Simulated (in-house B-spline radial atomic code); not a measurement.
Values are calculated unless marked as measured or tabulated.
# Work functions and surface energies across electron densities: Pb, Cd, Mg, Li, Ca, Sr, K

The positive ions are smeared into a uniform slab; the electrons are solved self-consistently in the LDA (PW92) on a fine grid across the film. Stabilised jellium adds, inside the slab, the constant potential −n de/dn that makes the bulk stable at the metal's density. No lattice, so no dependence on crystal face. Atomic units unless named.

Thick-film averages; measured work functions from the table in Wikipedia's article on work functions.

```
metal  r_s (bohr)  Φ jellium (eV)  Φ stabilised (eV)  Φ measured (eV)  σ jellium (J/m²)  σ stabilised (J/m²)
   Pb        2.31            3.68               4.08             4.25            -0.091                0.736
   Cd        2.59            3.56               3.86             4.08             0.143                0.562
   Mg        2.65            3.53               3.81             3.66             0.167                0.531
   Li        3.26            3.23               3.37              2.9             0.220                0.306
   Ca        3.27            3.23               3.36             2.87             0.220                0.304
   Sr        3.54            3.10               3.19       about 2.59             0.202                0.243
    K         4.9            2.57               2.51             2.29             0.103                0.092
```

(1) Where do the two models part, and which lies nearer to measurement?

Answers

(1) They differ by +0.40 eV for Pb and -0.06 eV for K; the stabilising potential vanishes near r_s = 4.2, where jellium is in equilibrium. Against the middle of the measured ranges the mean absolute misses are 0.39 eV (jellium) and 0.33 eV (stabilised). The largest miss of the stabilised model is +0.60 eV, for Sr. Plain jellium has a negative surface energy for Pb.
